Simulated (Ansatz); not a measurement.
A nudged elastic band was laid between two geometries of Cl3H3NOTa + H2 (11 atoms, charge 0, multiplicity 1).

These are results of RKS PBE-D4/def2-SVP (Ansatz), not measurements.

```yaml
movable_images: 7
climbing_image: yes
spring: 5.0 eV/Å²
optimiser: quadratic models (default)
start_path: through a guess of the saddle point
force_threshold: 0.05 eV/Å
iteration_limit: 60
end_points: relaxed
```

First end point:

```xyz
11
Properties=species:S:1:pos:R:3
Ta -0.243 0.449 0.071
O 1.494 1.184 0.148
H 2.435 1.345 -0.022
N 0.152 -0.534 1.726
H -0.496 -1.189 2.172
H 1.043 -0.463 2.227
Cl 0.268 -0.517 -2.011
Cl -1.300 2.508 0.325
Cl -2.304 -0.710 0.062
H 2.121 -3.019 0.002
H 1.771 -2.631 -0.564
```

Last end point:

```xyz
11
Properties=species:S:1:pos:R:3
Ta -0.241 -0.317 -0.039
O 2.013 0.209 -0.444
H 2.247 1.044 0.015
N 0.113 -0.815 1.851
H 0.512 -1.671 2.244
H -0.313 -0.249 2.600
Cl -0.210 -0.870 -2.324
Cl -0.031 2.028 0.310
Cl -2.532 -0.669 0.113
H 0.761 -1.778 -0.056
H 2.621 -0.489 -0.133
```

Question: What changes between the two ends?

Answer: Bonds broken: H10–H11. Bonds formed: Ta1–H10, O2–H11. Cl3H3NOTa + H2 becomes Cl3H5NOTa.

Question: What energy profile does the band end with?

Answer: The forces met the threshold. The highest image is number 5 of 0 to 8, 139.7 kJ/mol above the first end and 68.4 kJ/mol above the last; the last end lies 71.4 kJ/mol above the first. A vibrational analysis at the climbing image gives one clearly imaginary mode, 1020i cm⁻¹: a first-order saddle point. The orbitals stay closed-shell, which can raise the energy where a bond breaks towards radicals; this wasn't checked here.

```tsv
image	path coordinate (Å)	energy (kJ/mol)	H10–H11 (Å)	Ta1–H10 (Å)	O2–H11 (Å)
0	0.00	0.0	0.77	4.20	3.89
1	0.74	2.5	0.77	3.67	3.58
2	1.49	10.6	0.77	3.20	3.11
3	2.23	22.6	0.77	2.81	2.55
4	2.98	50.0	0.78	2.31	1.96
5	3.72	139.7	1.06	1.95	1.23
6	4.87	94.7	2.00	1.78	0.98
7	6.03	85.9	2.20	1.78	0.98
8	7.18	71.4	2.26	1.77	0.98
```

Question: What is the geometry of the highest image?

Answer: 
```xyz
11
Properties=species:S:1:pos:R:3
Ta -0.146 -0.253 -0.120
O 1.906 0.385 -0.138
H 2.343 0.681 0.683
N 0.211 -0.487 1.845
H -0.427 -1.025 2.444
H 1.062 -0.286 2.383
Cl -0.114 -0.505 -2.470
Cl -0.840 1.973 -0.166
Cl -2.039 -1.548 0.211
H 1.172 -1.672 -0.322
H 1.813 -0.840 -0.213
```

Question: What are the harmonic wavenumbers there?

Answer: 1020i, 41, 54, 119, 138, 152, 169, 231, 289, 347, 361, 370, 381, 520, 525, 572, 612, 656, 714, 1099, 1296, 1473, 1679, 1811, 3448, 3540, 3719 cm⁻¹.

Time of the run: 6.4 min on 4 threads of Arm Neoverse V2 (shared host), peak memory 0.23 GiB.
